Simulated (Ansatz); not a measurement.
Abridged output of a molecular run in Ansatz:

```
Functional definition: HF
  name "HF"
  cite "Fock, Z. Phys. 61, 126 (1930) doi:10.1007/BF01340294"
  parent pbe
  exchange = exact_x
  correlation = 0
1612 factors; integrals over basis functions are off by at most 1.0e-3 eV
mean field evaluation 1: about -82507.0796 eV, gradient 4.5e1 eV
mean field evaluation 2: about -82507.3693 eV, gradient 4.5e1 eV
mean field evaluation 4: about -82511.3887 eV, gradient 4.0e0 eV
mean field evaluation 8: about -82511.4486 eV, gradient 2.8e-1 eV
mean field -82511.44894268 eV, -3032.2398203747 hartree, gradient 4.4e-6 eV, S^2 0.000000; 0 other end points of the search recorded, 0 dependent functions left out
17 core orbitals not correlated: weight in the atoms' cores, before any rotation towards them, 1.000 or more for the frozen orbitals, at most 0.000 for the correlated occupied ones
reference -82511.44894268 eV, -3032.2398203747 hartree; 21, 21 occupied and 229, 229 virtual orbitals, 1612 factors
second order -27.73132491 eV of doubles, -0.00000000 eV of singles
cycle   1  -27.95420800 eV  change   -2.2e-1 eV  update   1.0e-1
cycle   2  -28.57166837 eV  change   -6.2e-1 eV  update   2.8e-2
cycle   3  -28.68976280 eV  change   -1.2e-1 eV  update   1.4e-2
cycle   4  -28.67555771 eV  change    1.4e-2 eV  update   3.2e-3
cycle   5  -28.67507086 eV  change    4.9e-4 eV  update   1.5e-3
cycle   6  -28.67583627 eV  change   -7.7e-4 eV  update   4.4e-4
cycle   7  -28.67551983 eV  change    3.2e-4 eV  update   1.6e-4
cycle   8  -28.67548286 eV  change    3.7e-5 eV  update   4.4e-5
perturbative correction -1.04578493 eV, -0.0384318871 hartree
Total energy: -82541.17021047 eV, -3033.3320568200 hartree
```

Its atoms:

Z-matrix (Å, degrees):
```
C
O 1 1.411
H 1 1.091 2 108.0
H 1 1.094 2 111.0 3 -119.4
H 1 1.096 2 111.5 3 119.3
Si 2 1.631 1 124.5 3 -174.3
Br 6 2.229 2 107.6 1 -58.3
N 6 1.689 2 112.9 1 -177.4
H 6 1.479 2 110.0 1 59.5
H 8 1.007 6 120.8 2 -80.1
H 8 1.006 6 121.7 2 72.6
```

**Question.** Which basis set was used?
A. def2-TZVPP
B. def2-TZVPPD
C. def2-SVPD
D. def2-QZVPP

**Answer.** A. It gives 267 functions.

**Question.** Write the keys of the input that set method, charge and spin (a neutral closed shell needs none for the last two).

**Answer.** 
```yaml
correlation: {method: ccsd_t}
```
